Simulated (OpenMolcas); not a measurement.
An atom or ion with 39 electrons was computed by SS-CASPT2, IPEA 0.25 Eh, imaginary shift 0.1 Eh with spin-orbit coupling (OpenMolcas, ANO-RCC-VQZP, DKH2). The lowest levels that the run gave, each within 12 % of the measured value where one is at hand:

```json
{"J": "3/2", "Parity": "even", "E (cm-1)": "0.0", "g": "0.402"}
{"J": "5/2", "Parity": "even", "E (cm-1)": "514", "g": "1.029"}
{"J": "7/2", "Parity": "even", "E (cm-1)": "1172", "g": "1.238"}
{"J": "9/2", "Parity": "even", "E (cm-1)": "1932", "g": "1.331"}
{"J": "1/2", "Parity": "even", "E (cm-1)": "9140", "g": "2.571"}
{"J": "3/2", "Parity": "even", "E (cm-1)": "9160", "g": "1.671"}
{"J": "7/2", "Parity": "even", "E (cm-1)": "9200", "g": "0.890"}
{"J": "9/2", "Parity": "even", "E (cm-1)": "9740", "g": "1.094"}
{"J": "5/2", "Parity": "even", "E (cm-1)": "9960", "g": "1.597"}
{"J": "3/2", "Parity": "even", "E (cm-1)": "11900", "g": "1.095"}
{"J": "1/2", "Parity": "even", "E (cm-1)": "12260", "g": "0.765"}
{"J": "9/2", "Parity": "even", "E (cm-1)": "12670", "g": "0.929"}
```

Task: Which ion is it, and what are the configurations and terms?

Result: Nb2+ (Z = 41, charge +2; active space 3 electrons in 5 orbitals (4d)). J, parity and g give the terms where levels are pure, and mixed ones are named by the computed weights; the size of the splittings, set against known spectra of the 39-electron sequence, gives the charge. In order, with the measured energies in cm-1 (the list in Shadmi, J. Res. Natl. Bur. Stand. 70A, 435 (1966)): 4d3 4F 3/2, 4d3 4F 5/2 (516), 4d3 4F 7/2 (1177), 4d3 4F 9/2 (1939), 4d3 4P 1/2 (8664), 4d3 4P 3/2 (8608), 4d3 2G 7/2 (9236), 4d3 2G 9/2 (9804), 4d3 4P 5/2 (9594), 4d3 2D 3/2(1) [52 %], 4d3 2P 1/2, 4d3 2H 9/2 (12916).

CASPT2 breaks the degeneracy within a term, and the mean is taken; among the terms shown or strongly mixed into the levels shown the widest spread is 890 cm-1 (4d3 2H). Levels of configurations with an s electron are missing; early in the row they begin among the upper levels of the d shell and mix with terms of their name. The CASPT2 spread within a term exceeds the gap to the next term for 4d3 2P and 4d3 2H, 4d3 2H and 4d3 2D(1), so the order of their levels is uncertain. Measured partners are found by configuration, term and J. A level has none where our copy of the source lacks it or the pairing is in doubt (some pairs that miss far off the trend of their configuration count as doubtful), and it then counts in no deviation. Only configurations of the active space appear.

A share in square brackets marks a mixed level and gives the weight of the term that names it. A number in round brackets counts repeated terms of one configuration in the order of the reference energies.
